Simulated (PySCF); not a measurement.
Compound: C6H13Si (doublet state).
Z-matrix (Å and degrees, GFN2-xTB geometry), rows numbered from 1:
```
C 
Si  1  1.9088
C   2  1.9087  1  110.73
C   2  1.9103  1  110.02  3   121.28
C   4  1.5401  2  114.93  1   165.21
C   5  1.5333  4   89.12  2  -103.13
C   6  1.5332  5   89.37  4   -14.04
H   1  1.0856  2  111.94  3   175.77
H   1  1.0891  2  110.59  3   -64.24
H   1  1.0855  2  111.07  3    55.36
H   3  1.0855  2  111.29  1   -59.93
H   3  1.0891  2  110.57  1    59.61
H   3  1.0857  2  111.76  1   179.51
H   4  1.0950  2  109.64  1   -65.32
H   5  1.0895  4  112.78  2   142.73
H   5  1.0889  4  116.69  2    15.88
H   6  1.0883  5  112.33  4    99.86
H   6  1.0886  5  116.39  4  -133.41
H   7  1.0895  4  112.72  2  -142.71
H   7  1.0888  4  116.76  2   -15.94
```

The hyperfine couplings belong to this conformer and change with its torsions.

Identity: `C[Si](C)C1CCC1` [radical].

Computed with UKS B3LYP, pcH-1 on C H Si, non-relativistic, mean-field spin-orbit, GIAO (PySCF). Geometry: GFN2-xTB, one conformer, isolated molecule. The geometry wasn't refined by DFT: couplings that depend on bond lengths, twists or pyramidal angles can differ widely from those at the functional's own minimum, by a factor of two or more for some ions and for spin on atoms past the first row. No stability test was run, so a lower SCF solution isn't excluded.

Where do the isotropic ENDOR lines of H14, H8 (×6), H17 and H15/H19 fall at 340.6 mT, to first order?

ν± = |νn ± a/2|, one line for each electron-spin manifold; νn = |g_N| × 7.62259 MHz/T × B.

```csv
nuclei,isotope,g_N,νn (MHz),a_iso (MHz),lower line (MHz),upper line (MHz)
H14,1H,5.5857,14.50,47.90,9.45,38.45
H8 (×6),1H,5.5857,14.50,18.98,5.01,23.99
H17,1H,5.5857,14.50,1.20,13.90,15.10
H15/H19,1H,5.5857,14.50,-0.72,14.14,14.86
```

Which pairs are centred on the nuclear Larmor frequency, and which on half the coupling?

Centred on νn, since |a| < 2νn: H8 (×6), H17 and H15/H19. Centred on |a|/2 and split by 2νn: H14.

At what field would the lower line of H8 (×6) fall to zero frequency?

Where νn = |a|/2, that is B = 9.49 MHz/(5.5857 × 7.62259 MHz/T) = 223 mT, as far as first order holds there.

Means are taken over nuclei equivalent by connectivity, which assumes that they swap fast. The six 1H nuclei of mean +19.0 MHz run from -0.2 to 54.6 MHz in the frozen geometry.

The largest Mulliken spin population is on Si2 (+0.93). The angles at Si2 add up to 330.3°, so it is pyramidal.

The run took 85 s wall (with the writing of density and orbital grids) on one thread, Arm Neoverse V2 (aarch64), no GPU, shared host with 96 logical CPUs at a one-minute load of 24, and the process peaked at 1.1 GiB of memory.
